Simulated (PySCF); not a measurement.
C3H9FSi, SMILES CCC[SiH2]F. Atoms are numbered in the order given.

```xyz
14

Si     0.9882    -0.4624     0.0368
F      2.4454     0.1051    -0.4763
C     -0.3035     0.8809    -0.2449
C     -1.6293     0.6797     0.5115
C     -2.3821    -0.5941     0.1176
H      0.7106    -1.7213    -0.7359
H      1.1059    -0.7782     1.5038
H      0.1751     1.8381     0.0581
H     -0.4868     0.9656    -1.3392
H     -2.2844     1.5613     0.3403
H     -1.4291     0.6660     1.6057
H     -1.8015    -1.5106     0.3567
H     -3.3515    -0.6742     0.6491
H     -2.5933    -0.6174    -0.9721
```

Geometry optimised at PBE-D3(BJ)/def2-SVP. One conformer was computed; it need not be the lowest.

The numbers are results of SMD-ωB97X/6-31G* (PySCF), not measurements.

Solvation free energies are E(SMD) − E(gas) at the gas-phase geometry, for 1 M in both phases. In vacuum the dipole moment is 2.02 D.

Computed solvation free energies in water, N,N-dimethylformamide, n-hexane:
```json
[
 {"solvent": "water", "ΔG(solv) (kcal/mol)": "1.1", "its non-electrostatic (CDS) part": "3.7", "dipole (D)": "2.36"},
 {"solvent": "N,N-dimethylformamide", "ΔG(solv) (kcal/mol)": "-2.6", "its non-electrostatic (CDS) part": "0.0", "dipole (D)": "2.35"},
 {"solvent": "n-hexane", "ΔG(solv) (kcal/mol)": "-2.7", "its non-electrostatic (CDS) part": "-1.7", "dipole (D)": "2.16"}
]
```
